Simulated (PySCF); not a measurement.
KI⁻: one state, many levels of theory

State: ²Σ⁺ (doublet), unpaired electrons σ ↑. Set-up: PySCF, scalar-relativistic core potentials, basis sets K def2-SVPD, I def2-SVPD with ECP28. De refers to K + I⁻ in their ground configurations, without counterpoise correction. The functionals are run spin-unrestricted. A positive dipole points towards I; it is taken about the centre of mass and depends on that origin.

| Level | Re (Å) | ωe (cm⁻¹) | De (eV) | μ (D) |
| --- | --- | --- | --- | --- |
| UHF | 3.370 | 123 | n/a | 7.32 |
| UHF-MP2 | 3.349 | 124 | 0.98 | n/a |
| UHF-SCS-MP2 | 3.358 | 123 | 0.98 | n/a |
| UHF-CCSD | 3.358 | 123 | 0.98 | n/a |
| UHF-CCSD(T) | 3.359 | 123 | 0.98 | n/a |
| LDA | 3.207 | 136 | 1.03 | 5.75 |
| PBE | 3.302 | 124 | 0.94 | 6.27 |
| PBEsol | 3.255 | 129 | 0.99 | 6.45 |
| r²SCAN | 3.294 | 128 | 0.99 | 6.50 |
| PBE0 | 3.284 | 128 | 0.98 | 6.63 |
| M06-2X | 3.267 | 134 | 0.94 | 5.12 |
| LC-ωPBE | 3.266 | 131 | 1.05 | 7.48 |

(1) Which functional lies closest to UHF-CCSD(T) in De, which farthest, and by how much do they differ from it?

(2) What does a quarter of exact exchange do here, going from PBE to PBE0?

(3) What does the step from GGA to meta-GGA do here, going from PBE to r²SCAN?

Correlated steps freeze 9 core orbitals. Correlated levels converge slowly with the basis: in double zeta they bind strong bonds too weakly, by up to about 1 eV, and carry superposition errors of some tenths. Spin–orbit coupling is left out. For an ion De counts to the pair picked by the measured ionisation energies or electron affinities, which need not be the lowest pair at this level. The highest Kohn–Sham level is positive in this anion. Much of that is self-interaction error, but it also means that the finite basis helps to hold the extra electron. The state was picked by a PBE0 search and need not be the measured ground state.

The whole job (state search and all levels along the bond) took about 8.8 min on 1 thread of Arm Neoverse N1 (shared host), peak memory 0.82 GiB.

Results:

(1) Closest is PBE0 (-7.5 pm in Re, +4.1 % in ωe, +0.00 eV in De against UHF-CCSD(T) in the same basis), farthest LC-ωPBE (-9.3 pm in Re, +6.5 % in ωe, +0.07 eV in De). CCSD(T) converges more slowly with the basis than the functionals do and binds too weakly in this one, so the order can change at the basis-set limit.

(2) PBE0 less PBE: -1.8 pm in Re, +3.2 % in ωe, +0.04 eV in De. Exact exchange removes part of the self-interaction that spreads semilocal densities, and in most molecules shortens and stiffens the bond and lowers De; here De goes the other way.

(3) r²SCAN less PBE: -0.8 pm in Re, +3.2 % in ωe, +0.05 eV in De.
